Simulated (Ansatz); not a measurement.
Consider the redistribution: `[CH3][Al]([F])[BH]O` + `C[BH][AlH][F]` → `C[BH][Al]([CH3])[F]` + `O[BH][AlH][F]`.

Program: Ansatz. Geometries: PBE0-D4/def2-TZVP. ΔE: electronic, gas phase. CCSD(T)/CBS is the MP2 limit (def2-TZVPP, def2-QZVPP) plus CCSD(T) − MP2 in def2-TZVPP, frozen cores. DFT in def2-TZVPP. B3LYP here is the variant with VWN-RPA as its local correlation; programs differ in this. HSE06 is defined as in plane-wave codes. Each species was taken in one conformer, which may not be the lowest.

Is it downhill or uphill in electronic energy at CCSD(T)/CBS, and by how much? (Estimate.)

Ansatz gave: Nearly level: ΔE = +0.5 kJ/mol.

What do these levels give: PBE0-D4, B3LYP-D4, HSE06-D4, CAM-B3LYP-D4, PBE0, r2SCANh, CAM-B3LYP, HF/def2-SVP, MP2/def2-SVP, MP2/def2-TZVPP, HF/def2-QZVPP, SCS-MP2/def2-QZVPP? (Best estimate.)

Computed: PBE0-D4 0.3, B3LYP-D4 0.2, HSE06-D4 0.3, CAM-B3LYP-D4 0.3, PBE0 0.4, r2SCANh 0.5, CAM-B3LYP 0.4, HF/def2-SVP -0.2, MP2/def2-SVP -0.1, MP2/def2-TZVPP 0.4, HF/def2-QZVPP 0.2, SCS-MP2/def2-QZVPP 0.4 kJ/mol.

Largest T1 diagnostic among the species: 0.014.

Leaving LDA and LC-ωPBE aside and taking each functional with its dispersion term where it has one, the values, not all of them listed here, spread over 0.4 kJ/mol, from revPBE-D4 to ωB97M-V.
